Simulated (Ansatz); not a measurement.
Reactions of AsH7Si2 (`[SiH3][AsH][SiH3]`).

Isolated molecules relaxed with PBE0-D4/def2-TZVP in Ansatz; ΔE leaves out vibrations. CCSD(T)/CBS is the MP2 limit (def2-TZVPP, def2-QZVPP) plus CCSD(T) − MP2 in def2-TZVPP, frozen cores. This one scheme is used for every species, atoms too. For atomizations the MP2-based limit and the directly extrapolated one differ by several kJ/mol either way, and by 10 to 25 for some Ge, Se and Sn compounds, so smaller differences from it don't rank the levels. Open shells (•) are unrestricted, without spin–orbit coupling. Spin–orbit coupling would lower the free atoms: a little for Si. Elements past krypton have def2 core potentials. For As, In, Se outer-core shells are correlated without core-valence functions, so the limit isn't a true one: a few kJ/mol of doubt a bond, and 10 to 20 or more in all where bonds break to atoms. Scalar relativity is left out up to krypton. One conformer a species, not always the lowest.

Question: Order these by ΔE at CCSD(T)/CBS, lowest first. (Best estimate.)
A. `[SiH3][AsH][SiH3]` → As• + 7 H• + 2 Si•
B. `[SiH3][AsH][SiH3]` + `[SiH3]S` → `[SiH3]S[AsH][SiH3]` + SiH₄
C. `[SiH3][AsH][SiH3]` + H₂O → `O[AsH][SiH3]` + SiH₄
D. `[SiH3][AsH][SiH3]` + `[NH2][AlH][SeH]` → `[SiH3][NH][AlH][SeH]` + `[SiH3][AsH2]`
E. `[SiH3][AsH][SiH3]` + `[SeH][InH2]` → `[SiH3][AsH2]` + `[SiH3][InH][SeH]`
F. `[SiH3][AsH][SiH3]` + `[OH][In]([Cl])[Cl]` → `[SiH3][O][In]([Cl])[Cl]` + `[SiH3][AsH2]`

Answer: F (-0.64 eV), D (-0.17 eV), E (+0.02 eV), B (+0.15 eV), C (+0.88 eV), A (+28.59 eV).

Largest T1 diagnostic: 0.014, for `[OH][In]([Cl])[Cl]`.
